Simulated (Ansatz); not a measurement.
GeEt3(NHMe) (C₇H₁₉GeN) was relaxed with r2SCAN-D4 (def2-SVP) in Ansatz in these states: charge +1 doublet, neutral singlet. The geometries follow in no particular order.

A:

```xyz
28

Ge    0.030   -0.107   -0.027
C     0.011    0.273   -1.939
C    -1.279    0.926   -2.434
H     0.179   -0.696   -2.441
H     0.896    0.889   -2.172
H    -1.227    1.116   -3.517
H    -2.160    0.289   -2.258
H    -1.474    1.900   -1.954
C     1.625   -0.934    0.737
C     2.935   -0.254    0.339
H     1.598   -1.982    0.386
H     1.500   -0.985    1.833
H     3.794   -0.797    0.762
H     3.073   -0.233   -0.754
H     2.994    0.785    0.704
C    -1.654   -0.940    0.615
C    -1.812   -2.314   -0.027
H    -2.485   -0.265    0.357
H    -1.589   -0.998    1.714
H    -2.747   -2.780    0.329
H    -1.879   -2.260   -1.125
H    -0.991   -3.000    0.234
N    -0.069    1.637    0.783
C     0.233    1.987    2.135
H    -0.435    2.418    0.226
H    -0.659    2.420    2.631
H     0.592    1.120    2.705
H     1.003    2.786    2.158
```

B:

Cartesian coordinates in Å:
```
Ge 0.030 -0.028 0.014
C -1.571 0.959 0.572
C -2.864 0.340 0.040
H -1.469 2.009 0.244
H -1.581 0.991 1.676
H -3.759 0.870 0.406
H -2.899 0.363 -1.062
H -2.951 -0.717 0.340
C 1.673 0.881 0.622
C 1.749 1.010 2.142
H 1.729 1.873 0.140
H 2.536 0.307 0.237
H 2.695 1.466 2.477
H 0.930 1.633 2.538
H 1.670 0.024 2.632
C 0.068 -0.286 -1.931
C 0.036 1.029 -2.710
H -0.793 -0.923 -2.196
H 0.970 -0.866 -2.192
H 0.048 0.864 -3.801
H -0.870 1.616 -2.482
H 0.903 1.668 -2.470
N -0.152 -1.700 0.791
C 0.875 -2.707 0.608
H -0.474 -1.659 1.756
H 0.516 -3.703 0.926
H 1.125 -2.795 -0.463
H 1.830 -2.518 1.146
```

Q: Judge from the bond lengths which geometry belongs to which state (an estimate).

A: A is the charge +1 doublet (Ge1–N23 1.926 Å, Ge1–C16 1.986 Å, N23–C24 1.428 Å); B is the neutral singlet (Ge1–N23 1.852 Å, Ge1–C16 1.963 Å, N23–C24 1.450 Å).
